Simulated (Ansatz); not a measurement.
The first iterations of a band of CHBLiO$_{2}$ (6 atoms, charge 1, multiplicity 1).

Level of theory: Ansatz, RKS PBE0/def2-SVP.

| Item | Value |
| --- | --- |
| movable images | 9 |
| climbing image | yes |
| spring | 5.0 eV/Å² |
| optimiser | lbfgs |
| start path | through a guess of the saddle point |
| force threshold | 0.05 eV/Å |
| iteration limit | 60 |
| end points | relaxed |
| largest step | 0.5 Å |

Image 0:

```xyz
6
Properties=species:S:1:pos:R:3
Li 1.395 2.367 1.981
O 0.673 1.167 0.911
B 0.162 0.264 0.244
C -0.441 -1.093 -0.073
O -0.898 -1.620 -1.121
H -0.892 -1.085 -1.943
```

Image 10:

```xyz
6
Properties=species:S:1:pos:R:3
Li 1.428 2.351 2.139
O 0.708 1.188 1.023
B 0.205 0.372 0.254
C -0.427 -0.932 -0.270
O -0.765 -1.047 -1.488
H -1.149 -1.932 -1.657
```

| iteration | highest image above the first end (eV) | largest band force component (eV/Å) |
| --- | --- | --- |
| 1 | 3.293 | 19.323 |
| 2 | 4.731 | 27.334 |
| 3 | 5.302 | 12.400 |
| 4 | 3.452 | 6.916 |
| 5 | 2.082 | 6.811 |
| 6 | 34.137 | 186.674 |
| 7 | 1.635 | 6.580 |
| 8 | 1.278 | 6.244 |
| 9 | 25.611 | 130.314 |
| 10 | 1.086 | 5.166 |
| 11 | 1.079 | 4.019 |
| 12 | 1.054 | 7.493 |
| 13 | 1.052 | 4.682 |
| 14 | 1.040 | 2.480 |
| 15 | 1.037 | 1.431 |
| 16 | 1.031 | 1.249 |

Question: Does the band converge within its limit, and where does its top end?

Answer: It converged. It ended after 49 iterations with the highest image 1.031 eV above the first end. The order of the stationary point at the top wasn't checked. Another band between the same ends, with other settings, climbed to 0.19 eV only, so this may not be the lowest route. Limits of this set-up: the dipole of an ion depends on the origin.

Run time: 13 min on 1 CPU thread of a shared host.
